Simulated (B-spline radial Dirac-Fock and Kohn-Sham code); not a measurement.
## Kohn-Sham estimates against Dirac-Fock for the levels of I³⁺

System: I³⁺ in the configuration 1s2 2s2 2p6 3s2 3p6 3d10 4s2 4p6 4d10 5s1 5p3 (an excited configuration).

The density-functional columns are spherical, spin-unpolarised Dirac-Kohn-Sham results without Breit or QED terms: −ε is minus the orbital energy of the initial state and ΔSCF the difference of two total energies. The reference in the last column comes from Dirac-Fock (average of configuration) total-energy differences with a finite nucleus, the Breit interaction including its frequency dependence, and self-energy and vacuum-polarisation corrections. All numbers are from a B-spline atomic structure program, in eV; a selection of levels is shown. The Kohn-Sham columns are given as differences from the reference. For the 1s level of heavy atoms much of the gap between ΔSCF and the reference is the Breit and QED part, -116.1 eV here; for other levels the error of the functional can be larger.

| level | LDA −ε − DF | LDA ΔSCF − DF | Dirac-Fock |
| --- | --- | --- | --- |
| K | -257.4 | +105.4 | 33213.3 |
| L1 | -119.6 | -53.4 | 5239.6 |
| L2 | -89.2 | -6.9 | 4897.9 |
| L3 | -92.7 | -15.8 | 4603.1 |
| M1 | -60.1 | -36.5 | 1120.1 |
| M2 | -47.8 | -23.5 | 978.9 |
| M3 | -47.3 | -23.9 | 922.3 |
| M4 | -29.3 | -3.3 | 675.9 |
| M5 | -29.6 | -3.9 | 664.4 |
| N3 | -20.4 | -9.5 | 177.9 |
| N4 | -9.2 | +0.8 | 93.93 |
| N5 | -9.2 | +0.7 | 92.22 |
| O1 | -5.4 | +0.5 | 53.00 |
| O2,3 | -3.2 | +2.0 | 38.47 |

Values without a named source are computed, but for edge energies of neutral atoms, which are taken from tables.
